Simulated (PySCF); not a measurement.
C3H4O, SMILES O=C1CC1.

Geometry: B3LYP-D3(BJ)/def2-SVP.

The numbers are results of r2SCAN/def2-TZVPD (PySCF), not measurements.

Symmetry labels are those of the subgroup C2v that the program uses (full group C2v).

Computed valence orbital energies around the gap with their symmetry:
```tsv
orbital	symmetry	energy (eV)
HOMO−7	A1	-14.30
HOMO−6	B1	-12.91
HOMO−5	A1	-11.99
HOMO−4	B2	-10.63
HOMO−3	A2	-9.90
HOMO−2	B1	-9.61
HOMO−1	A1	-8.44
HOMO	B2	-5.79
LUMO	B1	-1.92
LUMO+1	A1	0.39
LUMO+2	B2	1.03
LUMO+3	A1	1.49
```
